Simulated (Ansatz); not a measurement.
## Worked example: C2H6Ge + In(CH2)(CH3)(OH) → C2H5Ge + In(CH3)2(OH)

Species: C2H6Ge `C=[CH][GeH3]`, singlet; In(CH2)(CH3)(OH), doublet; C2H5Ge `C=[CH][GeH2]`, doublet; In(CH3)2(OH), singlet. A radical takes H: the energy is the difference in strength between the Ge–H bond broken and the C–H bond made.

Shapes, held fixed at every level: PBE0-D4/def2-TZVP. Flexible molecules stand in one conformer, not always the lowest. Programs: Ansatz 0.2.0. Electronic energies: no zero-point or thermal term.

At B2PLYP/def2-TZVPP; 1 Eh = 2625.50 kJ/mol:

```
         species   energy (Eh)
          C2H6Ge  -2156.368125
In(CH2)(CH3)(OH)   -344.854263
          C2H5Ge  -2155.730965
    In(CH3)2(OH)   -345.522786
```

Q: Work out ΔE of the reaction at this level.

A: 
1. Products less reactants: (-2155.730965) + (-345.522786) − [(-2156.368125) + (-344.854263)] = -0.031363 Eh = -82.3 kJ/mol.

Other levels give -94.9 (PBE-D4/def2-TZVPP) to -55.5 kJ/mol (HF/def2-SVP). No measured value is set beside it here. Spin contamination: C2H5Ge (⟨S²⟩ up to 0.88). Open shells run unrestricted unless RO is named. For atoms past krypton def2 sets carry core potentials with scalar relativity. Relativity is left out for Ge unless named. Correlated rows may include outer-core shells of Ge, In, which these sets cover unevenly.
